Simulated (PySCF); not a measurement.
CH₅FO₂Si₂, SMILES O([SiH2][SiH2]F)C=O. Atoms are numbered in the order given.

```xyz
11

O      1.1295     1.1494     0.9153
C      1.8725     0.9300    -0.0075
O      1.6557     0.0222    -0.9581
Si     0.2521    -0.9974    -0.9082
Si    -1.5793     0.0934     0.0836
F     -1.5525    -0.1338     1.6963
H      2.8282     1.4688    -0.1763
H      0.0248    -1.3303    -2.3391
H      0.6260    -2.2291    -0.1596
H     -2.8341    -0.5450    -0.4162
H     -1.6078     1.5424    -0.2437
```

Geometry optimised at B3LYP-D3(BJ)/def2-SVP. This is a generated structure with no PubChem entry under its InChIKey; it may be hypothetical. Other conformers were not sampled.

Vertical ionisation energy (IE) and electron affinity (EA) in eV. Rows of orbital energies are one-electron estimates. Where ΔSCF, EOM or ADC give a negative EA the extra electron is unbound and the value depends on the basis.

```
level                                          IE    EA
-------------------------------------------  ----  ----
−ε(HOMO), −ε(LUMO), B3LYP/def2-TZVP (PySCF)  8.13  0.98
−ε(HOMO), −ε(LUMO), PBE/def2-TZVP (PySCF)    6.97  1.73
```
